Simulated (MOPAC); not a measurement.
Input for MOPAC: PM3 on C2H7GaO (a complex), monomers drawn apart or pushed together.

```
PM3 1SCF PRECISE CHARGE=0 THREADS=1
C2H7GaO

C     -2.09771241 1     0.72574922 1     0.84035237 1
C     -0.80056510 1     0.96829850 1     0.63759021 1
Ga     0.58591417 1    -0.44820562 1     0.78712216 1
H     -2.46736429 1    -0.27562250 1     1.04768516 1
H     -2.85899081 1     1.50101804 1     0.79122098 1
H     -0.52258509 1     1.99766768 1     0.41582842 1
H      0.04333480 1    -1.93381441 1     0.80698346 1
H      2.08954565 1    -0.13578614 1     0.46329397 1
O      0.54494551 1    -0.21044838 1     2.80263770 1
H     -0.27859452 1     0.28312014 1     2.92903830 1
H      0.43189657 1    -1.06150717 1     3.24386235 1
```

It printed:

```
*******************************************************************************
 **                                                                           **
 **                              MOPAC v23.2.5                                **
 **                                                                           **
 *******************************************************************************
 ** MOPAC's Digital Object Identifier: https://doi.org/10.5281/zenodo.6511958 **
 **                                                                           **
 ** Please cite the open-source release paper for use of this MOPAC version:  **
 ** J. E. Moussa and J. J. P. Stewart (2026)                                  **
 ** MOPAC: An open-source semiempirical molecular orbital program             **
 ** J. Open Source Softw., 11(119), 8025, https://doi.org/10.21105/joss.08025 **
 *******************************************************************************

                              PM3 CALCULATION RESULTS

 *******************************************************************************
 *  PM3        - The PM3 Hamiltonian to be used
 *
 *
 *
 *                 CHARGE ON SYSTEM = 0
 *
 *
 *
 *  PRECISE    - TIGHTER CRITERIA TO BE USED
 *  1SCF       - DO 1 SCF AND THEN STOP
 *  THREADS=1  - MULTI-THREADING NOT USED
 *  T=         - A TIME OF 172800.0 SECONDS REQUESTED
 *  DUMP=N     - RESTART FILE WRITTEN EVERY 7200.0 SECONDS REQUESTED
 *******************************************************************************
PM3 1SCF PRECISE CHARGE=0 THREADS=1
 C2H7GaO

   ATOM   CHEMICAL          X               Y               Z
  NUMBER   SYMBOL      (ANGSTROMS)     (ANGSTROMS)     (ANGSTROMS)

     1       C         -2.09771241  *   0.72574922  *   0.84035237  *
     2       C         -0.80056510  *   0.96829850  *   0.63759021  *
     3      Ga          0.58591417  *  -0.44820562  *   0.78712216  *
     4       H         -2.46736429  *  -0.27562250  *   1.04768516  *
     5       H         -2.85899081  *   1.50101804  *   0.79122098  *
     6       H         -0.52258509  *   1.99766768  *   0.41582842  *
     7       H          0.04333480  *  -1.93381441  *   0.80698346  *
     8       H          2.08954565  *  -0.13578614  *   0.46329397  *
     9       O          0.54494551  *  -0.21044838  *   2.80263770  *
    10       H         -0.27859452  *   0.28312014  *   2.92903830  *
    11       H          0.43189657  *  -1.06150717  *   3.24386235  *



          CARTESIAN COORDINATES

    NO.       ATOM           X           Y           Z

     1         C         -2.0977      0.7257      0.8404
     2         C         -0.8006      0.9683      0.6376
     3        Ga          0.5859     -0.4482      0.7871
     4         H         -2.4674     -0.2756      1.0477
     5         H         -2.8590      1.5010      0.7912
     6         H         -0.5226      1.9977      0.4158
     7         H          0.0433     -1.9338      0.8070
     8         H          2.0895     -0.1358      0.4633
     9         O          0.5449     -0.2104      2.8026
    10         H         -0.2786      0.2831      2.9290
    11         H          0.4319     -1.0615      3.2439

  H: (PM3): J. J. P. STEWART, J. COMP. CHEM. 10, 209 (1989).
  C: (PM3): J. J. P. STEWART, J. COMP. CHEM. 10, 209 (1989).
  O: (PM3): J. J. P. STEWART, J. COMP. CHEM. 10, 209 (1989).
 Ga: (PM3): J. J. P. STEWART, J. COMP. CHEM. 12, 320-341 (1991).

           Empirical Formula: C2 H7 O Ga  =    11 atoms



      MOLECULAR POINT GROUP   :   C1


      RHF CALCULATION, NO. OF DOUBLY OCCUPIED LEVELS = 12


 -------------------------------------------------------------------------------
 PM3 1SCF PRECISE CHARGE=0 THREADS=1
 C2H7GaO



     1SCF WAS SPECIFIED, SO BFGS WAS NOT USED
     SCF FIELD WAS ACHIEVED


                              PM3 CALCULATION
                                                       MOPAC v23.2.5 Linux




          FINAL HEAT OF FORMATION =          4.68115 KCAL/MOL =      19.58595 KJ/MOL


          COSMO AREA              =        120.49 SQUARE ANGSTROMS
          COSMO VOLUME            =        106.85 CUBIC ANGSTROMS

          IONIZATION POTENTIAL    =          9.854320 EV
          HOMO LUMO ENERGIES (EV) =         -9.854 -2.220
          NO. OF FILLED LEVELS    =         12
          MOLECULAR WEIGHT        =        116.8117         POINT GROUP:  C1

          MOLECULAR DIMENSIONS (Angstroms)

            Atom       Atom       Distance
            H     8    H     5     5.22252
            H     6    H    11     3.92760
            H     7    H    10     2.86249


          SCF CALCULATIONS        =          1





   ATOM   CHEMICAL          X               Y               Z
  NUMBER   SYMBOL      (ANGSTROMS)     (ANGSTROMS)     (ANGSTROMS)

     1       C         -2.09771241  *   0.72574922  *   0.84035237  *
     2       C         -0.80056510  *   0.96829850  *   0.63759021  *
     3      Ga          0.58591417  *  -0.44820562  *   0.78712216  *
     4       H         -2.46736429  *  -0.27562250  *   1.04768516  *
     5       H         -2.85899081  *   1.50101804  *   0.79122098  *
     6       H         -0.52258509  *   1.99766768  *   0.41582842  *
     7       H          0.04333480  *  -1.93381441  *   0.80698346  *
     8       H          2.08954565  *  -0.13578614  *   0.46329397  *
     9       O          0.54494551  *  -0.21044838  *   2.80263770  *
    10       H         -0.27859452  *   0.28312014  *   2.92903830  *
    11       H          0.43189657  *  -1.06150717  *   3.24386235  *

                             CARTESIAN COORDINATES

   1    C       -2.097712410     0.725749220     0.840352370
   2    C       -0.800565100     0.968298500     0.637590210
   3   Ga        0.585914170    -0.448205620     0.787122160
   4    H       -2.467364290    -0.275622500     1.047685160
   5    H       -2.858990810     1.501018040     0.791220980
   6    H       -0.522585090     1.997667680     0.415828420
   7    H        0.043334800    -1.933814410     0.806983460
   8    H        2.089545650    -0.135786140     0.463293970
   9    O        0.544945510    -0.210448380     2.802637700
  10    H       -0.278594520     0.283120140     2.929038300
  11    H        0.431896570    -1.061507170     3.243862350


           Empirical Formula: C2 H7 O Ga  =    11 atoms



      MOLECULAR POINT GROUP   :   C1


                  EIGENVALUES
 -39.13149 -32.82928 -20.59714 -18.86378 -17.72485 -16.29530 -15.48375 -13.95427
 -13.03036 -10.89784 -10.69051  -9.85432  -2.22026  -0.65963   0.09341   0.89709
   0.93750   2.75266   3.58087   3.91031   3.92405   5.02189   5.38531


              NET ATOMIC CHARGES AND DIPOLE CONTRIBUTIONS

  ATOM NO.   TYPE          CHARGE      No. of ELECS.   s-Pop       p-Pop
    1          C          -0.110665        4.1107     1.19110     2.91957
    2          C          -0.300951        4.3010     1.26805     3.03290
    3         Ga           0.122156        2.8778     1.10306     1.77478
    4          H           0.073941        0.9261     0.92606
    5          H           0.089187        0.9108     0.91081
    6          H           0.082966        0.9170     0.91703
    7          H          -0.042746        1.0427     1.04275
    8          H           0.002567        0.9974     0.99743
    9          O          -0.336302        6.3363     1.72890     4.60740
   10          H           0.215912        0.7841     0.78409
   11          H           0.203936        0.7961     0.79606
 DIPOLE           X         Y         Z       TOTAL
 POINT-CHG.    -0.423    -0.718     1.498     1.714
 HYBRID        -1.223     0.368     0.650     1.433
 SUM           -1.646    -0.350     2.148     2.728


          ATOMIC ORBITAL ELECTRON POPULATIONS

     Atom    s        px        py        pz
    1  C   1.19110   0.97001   1.00498   0.94458
    2  C   1.26805   1.00489   1.05845   0.96956
    3 Ga   1.10306   0.82014   0.78250   0.17214
    4  H   0.92606
    5  H   0.91081
    6  H   0.91703
    7  H   1.04275
    8  H   0.99743
    9  O   1.72890   1.47529   1.35515   1.77696
   10  H   0.78409
   11  H   0.79606

 **********************
 *                    *
 * JOB ENDED NORMALLY *
 *                    *
 **********************




 == MOPAC DONE ==
```

The run finished.

Cost: about 0.04 core-seconds (a rough figure).
